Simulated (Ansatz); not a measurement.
Ga2O3⁻, relaxed as a quartet with UKS PBE0-D4/def2-SVPD in Ansatz, starting from the PBE0-D4/def2-SVPD geometry of the charge -1 doublet. Force threshold 0.02 eV/Å.

The relaxation made no stability test and no search for a lower SCF solution. At PBE0-D4/def2-SVPD a doublet of charge -1 lies 2.14 eV below the quartet, each at its own geometry. The structure comes from a short search, and lower isomers may exist.

Start:

```
atom    x (Å)    y (Å)    z (Å)
 Ga1   0.7036   0.1823  -0.0117
 Ga2  -1.8172  -0.4710   0.0306
  O3   2.3505   0.6093  -0.0399
  O4  -0.4885  -0.7387  -1.1820
  O5  -0.7483   0.4181   1.2031
```

Task: Estimate the energy that the relaxation releases and the steps that it takes.

Result: 32.2 kcal/mol, in 16 steps; 67 s on 4 threads of Arm Neoverse V2 on a shared host. The force fell under the threshold at step 10, but the optimiser went on and released 0.002 eV more. No frequencies were taken in this run, so the end may be a saddle point.

Task: Does the start keep its bonding?

Result: By distances, no bond broke or formed. The bond that changes most is Ga1–O3, from 1.70 to 1.91 Å (atoms count from 1).

Task: Predict the relaxed structure.

Result: 
Cartesian coordinates in Å:
```
Ga 0.795 -0.403 0.334
Ga -1.734 -0.086 -0.159
O 2.042 0.902 -0.297
O -0.376 -0.761 -1.167
O -0.727 0.349 1.290
```
Bond lengths (bridged metal pairs left out): 5 × Ga–O 1.82 to 1.95 Å.
